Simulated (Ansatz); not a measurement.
The first iterations of a band of BF2H3O (7 atoms, charge 0, multiplicity 1).

Method: RKS PBE-D4/def2-SVP in Ansatz.

```
movable images  : 7
climbing image  : yes
spring          : 5.0 eV/Å²
optimiser       : quadratic models (default)
start path      : through a guess of the saddle point
force threshold : 0.03 eV/Å
iteration limit : 60
end points      : relaxed
```

Image 0:

```xyz
7
Properties=species:S:1:pos:R:3
B -0.028 -0.013 0.157
F -0.228 -0.728 1.309
F 1.266 -0.009 -0.292
H -0.924 0.012 -0.668
O -0.076 1.656 0.860
H 0.859 1.929 0.742
H -0.156 1.449 1.816
```

Image 8:

```xyz
7
Properties=species:S:1:pos:R:3
B 0.123 0.495 -0.257
F -0.383 -0.340 2.247
F 1.317 0.001 -0.594
H -0.900 0.008 -0.677
O 0.058 1.624 0.524
H 0.952 1.957 0.743
H -0.455 0.551 1.937
```

| iteration | highest image above the first end (eV) | largest band force component (eV/Å) |
| --- | --- | --- |
| 1 | 5.651 | 19.050 |
| 2 | 2.750 | 3.152 |
| 3 | 1.828 | 2.075 |
| 4 | 1.283 | 1.237 |

Does the band converge within its limit, and where does its top end?

The forces met the threshold. It ended after 12 iterations with the highest image 0.773 eV above the first end. A vibrational analysis at the climbing image gives one clearly imaginary mode, 701i cm⁻¹: a first-order saddle point. The orbitals stay closed-shell, which can raise the energy where a bond breaks towards radicals; this wasn't checked here.

Time of the run: 2.2 min on 1 thread of Arm Neoverse V1, with other jobs on the host, peak memory 0.13 GiB.
